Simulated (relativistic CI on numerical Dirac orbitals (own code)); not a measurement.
# Co⁴⁺: 2p photoemission

Computed with this model: Dirac-Coulomb-Breit CI, separate exchange-only KLI orbitals for each configuration, a model potential for QED, valence Slater integrals scaled by 0.8, multiplet model of photoemission in the sudden approximation; configurations [Ar] 3d5 → [He] 2s2 2p5 3s2 3p6 3d5; 300 K; Lorentzian 0.7 eV and Gaussian 0.6 eV FWHM. Energies are those of the free ion, without screening or charge transfer. The energies are binding energies and can lie tens of eV above those of solids. S is read from ⟨S²⟩ = S(S + 1).

Field parameters in Wybourne normalisation: Td as Oh with Dq negative (B⁴₀ = 21Dq, B⁴₄ = √(5/14) B⁴₀). The field is a parameter set, without covalency.

free ion: ground-state S = 2.50, centroid 868.11 eV. Peaks (eV, height): 860.7 (100), 862.3 (80), 863.6 (56), 868.4 (16), 870.0 (11), 877.6 (51), 879.4 (57), 883.7 (6).

Td, 10Dq = -17850 cm⁻¹: ground-state S = 2.50, centroid 868.11 eV. Peaks (eV, height): 860.7 (100), 862.3 (79), 868.4 (14), 871.0 (8), 877.6 (47), 879.3 (52).

Strongest unbroadened transitions for Td, 10Dq = -17850 cm⁻¹:

| Energy (eV) | Relative strength |
| --- | --- |
| 860.64 | 100.0 |
| 862.27 | 60.4 |
| 862.28 | 10.1 |
| 863.30 | 27.1 |
| 864.06 | 13.8 |
| 864.08 | 7.4 |
| 864.09 | 5.3 |
| 877.05 | 2.5 |
| 877.21 | 2.2 |
| 877.64 | 31.9 |
| 877.68 | 8.8 |
| 879.14 | 6.7 |
| 879.28 | 17.6 |
| 879.33 | 8.5 |
| 879.36 | 8.2 |
| 879.45 | 2.8 |
| 879.62 | 6.6 |
| 879.89 | 2.7 |
